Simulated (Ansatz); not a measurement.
Input and output for AlBrFHS, SMILES `[F][Al]([SH])[Br]`.

```yaml
crystal:
  periodic: [false, false, false]
  atoms:
    - {symbol: F, position_ang: [-1.002496, -1.657456, 0.928785]}
    - {symbol: Al, position_ang: [-0.381852, -0.445119, 0.159515]}
    - {symbol: S, position_ang: [1.511373, 0.258911, 0.618520]}
    - {symbol: Br, position_ang: [-1.642368, 0.572438, -1.513644]}
    - {symbol: H, position_ang: [1.516444, 1.223870, -0.284945]}
basis:
  gaussian: {orbitals: x2c-TZVPPall, nuclear_model: gaussian}
total_charge: -1
magnetization: {spin_polarized: true, initial_magnetization: 1}
hamiltonian: {xc: {name: r2SCAN0}}
accuracy: high
output: {forces: true}
```

```sh
$ ansatz run in.yaml --threads 2 --pin off --events-out ev --progress --plain --max-ram 32768MiB --backend cpu
```

Shortened log:

```
Functional definition: r2SCAN0
2738 factors; integrals over basis functions are off by at most 2.1e-8 eV
mean field evaluation 1: about -91130.8502 eV, gradient 9.3e0 eV
mean field evaluation 2: about -91131.0023 eV, gradient 9.2e0 eV
mean field evaluation 4: about -91131.3341 eV, gradient 6.9e-1 eV
mean field evaluation 8: about -91131.4029 eV, gradient 1.7e-1 eV
mean field evaluation 16: about -91131.4039 eV, gradient 3.2e-3 eV
mean field evaluation 32: about -91131.4039 eV, gradient 3.5e-6 eV
mean field -91131.40392845 eV, -3349.0173232864 hartree, gradient 9.2e-8 eV, S^2 0.756304; 4 other end points of the search recorded, 0 dependent functions left out
reference -91131.40393089 eV, -3349.0173233760 hartree; 38, 37 occupied and 139, 140 virtual orbitals, 2738 factors
Total energy: -91131.40393089 eV, -3349.0173233760 hartree
Relativity: scalar
Atom 0 at    -1.002496    -1.657456     0.928785 Å, force    -1.328483    -2.904224     2.069607 eV/Å
Atom 1 at    -0.381852    -0.445119     0.159515 Å, force    -1.012933     1.214058    -2.073906 eV/Å
Atom 2 at     1.511373     0.258911     0.618520 Å, force     3.076456     0.789151     1.179902 eV/Å
Atom 3 at    -1.642368     0.572438    -1.513644 Å, force    -0.615966     0.650861    -0.872477 eV/Å
Atom 4 at     1.516444     1.223870    -0.284945 Å, force    -0.119074     0.250153    -0.303126 eV/Å
Dipole moment:    -0.042369     0.331314    -0.279909 e Å
```

It took 98 s on 2 threads of a server CPU on a shared host, with 1.3 GiB of host memory at the peak.
